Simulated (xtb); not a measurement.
Sb(F)2(OH) (F₂HOSb), SMILES [OH][Sb]([F])[F]. All values are semi-empirical tight-binding results from xtb (GFN2-xTB unless named), good for trends rather than for accurate numbers. The structure is a stationary point at GFN2-xTB. Other conformers were not sampled.

Optimised geometry:

Bonds (Å): Sb1–F2 1.984, Sb1–F3 1.984, Sb1–O4 1.887, O4–H5 0.962. Bond angles (°): F2–Sb1–F3 85.6, F2–Sb1–O4 90.6, F3–Sb1–O4 90.6, Sb1–O4–H5 110.1.

For metal compounds this method's bond lengths and energies can be far off.

The point group as xtb finds it comes out as Cs, the orbital gap is 5.30 eV and the zero-point energy is 9.4 kcal/mol. The G − E(el) at 298.15 K (modified RRHO) comes out as -9.7 kcal/mol.

Problem. Give the atomic charges and the Wiberg bond orders between heavy atoms. (An estimate is asked for; the answer gives what the named calculation found.)

Solution. charges (e) Sb1 0.64, F2 -0.28, F3 -0.28, O4 -0.44, H5 0.37. Bond orders Sb1–F2 1.09, Sb1–F3 1.09, Sb1–O4 1.26.
